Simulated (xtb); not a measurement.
xtb input (GFN1-xTB):

```bash
xtb mol.xyz --gfn 1 --sp --chrg 0 --uhf 0
```
mol.xyz:
```
19

Si    -0.00507796    -0.01455861     0.31611006
O      0.74577885     1.38190277    -0.08669557
C      0.09025240     2.62417067    -0.26420517
O     -1.21005323    -0.17803327    -0.78213970
C     -2.08427621    -1.29259983    -0.85504830
O      1.13819143    -1.17459705     0.26366920
C      2.16763570    -1.24941023    -0.71139391
N     -0.68757557    -0.11876933     1.87073026
H     -0.66033129     2.56348395    -1.05644133
H      0.83828783     3.36760685    -0.54035360
H     -0.39748828     2.94946930     0.66077598
H     -2.90337459    -1.03896002    -1.52842484
H     -1.56378293    -2.16994321    -1.24842875
H     -2.49459623    -1.54478875     0.12652080
H      2.83804153    -2.06134665    -0.42965071
H      2.73235409    -0.31614300    -0.75970091
H      1.75516531    -1.46186134    -1.70181495
H     -0.12226975    -0.28545576     2.68611583
H     -1.57089283     0.30600108     2.09596255
```

End of the output:

```
         :::::::::::::::::::::::::::::::::::::::::::::::::::::
         ::                     SUMMARY                     ::
         :::::::::::::::::::::::::::::::::::::::::::::::::::::
         :: total energy             -31.645525008997 Eh    ::
         :: gradient norm              0.030601969068 Eh/a0 ::
         :: HOMO-LUMO gap              7.021583820458 eV    ::
         ::.................................................::
         :: SCC energy               -31.911839928174 Eh    ::
         :: -> electrostatic           0.121253589148 Eh    ::
         :: repulsion energy           0.273649625283 Eh    ::
         :: dispersion energy         -0.007334706105 Eh    ::
         :: halogen bond corr.         0.000000000000 Eh    ::
         :: add. restraining           0.000000000000 Eh    ::
         :: total charge               0.000000000000 e     ::
         :::::::::::::::::::::::::::::::::::::::::::::::::::::

           -------------------------------------------------
          |                Property Printout                |
           -------------------------------------------------

    * Orbital Energies and Occupations

         #    Occupation            Energy/Eh            Energy/eV
      -------------------------------------------------------------
         1        2.0000           -0.7493831             -20.3918
       ...           ...                  ...                  ...
        13        2.0000           -0.5560145             -15.1299
        14        2.0000           -0.5485459             -14.9267
        15        2.0000           -0.5427472             -14.7689
        16        2.0000           -0.5387736             -14.6608
        17        2.0000           -0.5200406             -14.1510
        18        2.0000           -0.4903318             -13.3426
        19        2.0000           -0.4703081             -12.7977
        20        2.0000           -0.4597020             -12.5091
        21        2.0000           -0.4540760             -12.3560
        22        2.0000           -0.4537206             -12.3464
        23        2.0000           -0.4503404             -12.2544
        24        2.0000           -0.4417004             -12.0193
        25        2.0000           -0.3886221             -10.5749 (HOMO)
        26                         -0.1305837              -3.5534 (LUMO)
        27                         -0.1258583              -3.4248
        28                         -0.1200225              -3.2660
        29                         -0.0995798              -2.7097
        30                         -0.0669811              -1.8226
        31                         -0.0625382              -1.7018
        32                         -0.0596861              -1.6241
        33                         -0.0544692              -1.4822
        34                         -0.0532656              -1.4494
        35                         -0.0464431              -1.2638
        36                         -0.0411656              -1.1202
       ...                                ...                  ...
        59                          1.4082265              38.3198
      -------------------------------------------------------------
                  HL-Gap            0.2580385 Eh            7.0216 eV
             Fermi-level           -0.2596029 Eh           -7.0642 eV

  Mulliken/CM5 charges         n(s)   n(p)   n(d)
     1Si    0.62392  0.62656   0.792  1.384  1.201
     2O    -0.41641 -0.47596   1.635  4.782  0.000
     3C     0.18141  0.06611   0.965  2.854  0.000
     4O    -0.42251 -0.48180   1.637  4.786  0.000
     5C     0.17994  0.06435   0.965  2.855  0.000
     6O    -0.41379 -0.47122   1.632  4.781  0.000
     7C     0.18301  0.06719   0.966  2.851  0.000
     8N    -0.47532 -0.89430   1.405  4.071  0.000
     9H     0.02554  0.08732   0.974  0.000  0.000
    10H     0.01179  0.07169   0.988  0.000  0.000
    11H     0.01347  0.07390   0.987  0.000  0.000
    12H     0.01154  0.07138   0.988  0.000  0.000
    13H     0.02143  0.08172   0.979  0.000  0.000
    14H     0.01763  0.07962   0.982  0.000  0.000
    15H     0.01072  0.07066   0.989  0.000  0.000
    16H     0.02856  0.09113   0.971  0.000  0.000
    17H     0.01998  0.08036   0.980  0.000  0.000
    18H     0.20279  0.39886   0.797  0.000  0.000
    19H     0.19630  0.39243   0.804  0.000  0.000

Wiberg/Mayer (AO) data.
largest (>0.10) Wiberg bond orders for each atom

 ---------------------------------------------------------------------------
     #   Z sym  total        # sym  WBO       # sym  WBO       # sym  WBO
 ---------------------------------------------------------------------------
     1  14 Si   5.163 --     6 O    1.272     8 N    1.261     2 O    1.245
                             4 O    1.243
     2   8 O    2.299 --     1 Si   1.245     3 C    0.927
     3   6 C    3.919 --    10 H    0.987    11 H    0.986     9 H    0.985
                             2 O    0.927
     4   8 O    2.289 --     1 Si   1.243     5 C    0.928
     5   6 C    3.920 --    12 H    0.987    13 H    0.986    14 H    0.985
                             4 O    0.928
     6   8 O    2.304 --     1 Si   1.272     7 C    0.918
     7   6 C    3.914 --    15 H    0.988    17 H    0.987    16 H    0.985
                             6 O    0.918
     8   7 N    3.197 --     1 Si   1.261    19 H    0.924    18 H    0.922
     9   1 H    1.011 --     3 C    0.985
    10   1 H    1.021 --     3 C    0.987
    11   1 H    1.011 --     3 C    0.986
    12   1 H    1.020 --     5 C    0.987
    13   1 H    1.010 --     5 C    0.986
    14   1 H    1.013 --     5 C    0.985
    15   1 H    1.020 --     7 C    0.988
    16   1 H    1.012 --     7 C    0.985
    17   1 H    1.009 --     7 C    0.987
    18   1 H    0.961 --     8 N    0.922
    19   1 H    0.963 --     8 N    0.924
 ---------------------------------------------------------------------------

Topologies differ in total number of bonds
Writing topology from bond orders to xtbtopo.mol

 dipole moment from electron density (au)
     X       Y       Z
  -0.5637   0.2105   0.2257  total (Debye):    1.633

           -------------------------------------------------
          | TOTAL ENERGY              -31.645525008997 Eh   |
          | GRADIENT NORM               0.030601969068 Eh/α |
          | HOMO-LUMO GAP               7.021583820458 eV   |
Note: The following floating-point exceptions are signalling: IEEE_DENORMAL
normal termination of xtb
           -------------------------------------------------

------------------------------------------------------------------------
------------------------------------------------------------------------
 total:
 SCF:
```
